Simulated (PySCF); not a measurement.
# Solvent effects on NMR parameters

Geometry:
```json
{"atom": "C1", "x (Å)": "-2.473", "y (Å)": "-1.306", "z (Å)": "0.393"}
{"atom": "C2", "x (Å)": "-1.549", "y (Å)": "-0.379", "z (Å)": "0.650"}
{"atom": "C3", "x (Å)": "-0.315", "y (Å)": "-0.140", "z (Å)": "-0.170"}
{"atom": "Si4", "x (Å)": "-0.490", "y (Å)": "1.561", "z (Å)": "-1.052"}
{"atom": "C5", "x (Å)": "0.905", "y (Å)": "-0.309", "z (Å)": "0.735"}
{"atom": "S6", "x (Å)": "2.429", "y (Å)": "-0.074", "z (Å)": "-0.175"}
{"atom": "O7", "x (Å)": "2.491", "y (Å)": "-1.026", "z (Å)": "-1.263"}
{"atom": "O8", "x (Å)": "2.657", "y (Å)": "1.341", "z (Å)": "-0.389"}
{"atom": "Cl9", "x (Å)": "3.798", "y (Å)": "-0.700", "z (Å)": "1.281"}
{"atom": "H10", "x (Å)": "-2.379", "y (Å)": "-1.988", "z (Å)": "-0.458"}
{"atom": "H11", "x (Å)": "-3.361", "y (Å)": "-1.410", "z (Å)": "1.021"}
{"atom": "H12", "x (Å)": "-1.686", "y (Å)": "0.284", "z (Å)": "1.516"}
{"atom": "H13", "x (Å)": "-0.261", "y (Å)": "-0.899", "z (Å)": "-0.969"}
{"atom": "H14", "x (Å)": "-1.862", "y (Å)": "1.591", "z (Å)": "-1.638"}
{"atom": "H15", "x (Å)": "-0.358", "y (Å)": "2.648", "z (Å)": "-0.036"}
{"atom": "H16", "x (Å)": "0.519", "y (Å)": "1.718", "z (Å)": "-2.135"}
{"atom": "H17", "x (Å)": "0.944", "y (Å)": "0.426", "z (Å)": "1.553"}
{"atom": "H18", "x (Å)": "0.967", "y (Å)": "-1.325", "z (Å)": "1.153"}
```

GIAO PBE0/pcSseg-1 in PySCF 2.14.0 with density-fitted response routines on one PBE0-D3(BJ)/def2-SVP conformer, non-relativistic, equivalent nuclei averaged. Solvents enter as an IEF-PCM continuum (cyclohexane with ε = 2.0, chloroform with ε = 4.7) around the gas-phase geometry. Shifts are referred to TMS, CS2 computed in the same medium.

Gas phase, δ in ppm: C2 144.0, C1 125.9, C5 76.3, C3 27.3, Si4 -52.4, S6 366.1, H12 5.62, H10 5.58, H11 5.44, H14/H15/H16 3.98, H18 3.46, H17 3.29, H13 2.30. Dipole moment 4.02 D.

(1) How does each δ change in the continuum?

(2) Which of the listed nuclei move most (in ppm), and what does the model miss? (N and O are left out, as their reference compounds move with the solvent too.)

Answers

(1) 
```
      atoms                                 environment  Δδ, cyclohexane  Δδ, chloroform
         C2                                   alkene CH             +0.6            +1.2
         C1                        terminal =CH2 carbon             +0.7            +1.1
         C5                         sp3 CH2 bonded to S             +0.9            +1.7
         C3                 allylic sp3 CH bonded to Si             +0.3            +0.6
        Si4                    silicon bonded to C, 3 H             +0.1            +0.2
         S6                             sulfonyl sulfur             +3.9            +7.1
        H12                    hydrogen on an alkene CH            +0.09           +0.17
        H10          hydrogen on a terminal =CH2 carbon            +0.06           +0.10
        H11          hydrogen on a terminal =CH2 carbon            +0.07           +0.11
H14/H15/H16           hydrogen on a silicon bonded to C            -0.04           -0.07
        H18          hydrogen on an sp3 CH2 bonded to S            +0.15           +0.28
        H17          hydrogen on an sp3 CH2 bonded to S            +0.20           +0.37
        H13  hydrogen on an allylic sp3 CH bonded to Si            +0.08           +0.15
```

Changes are relative to the gas phase. The dipole moment becomes 4.43 D in cyclohexane, 4.76 D in chloroform.

(2) S6 (sulfonyl sulfur, +7.1 ppm) in chloroform. A continuum only polarises the solute; specific hydrogen bonds, the anisotropy of aromatic solvents and changes of geometry or conformer are outside it.
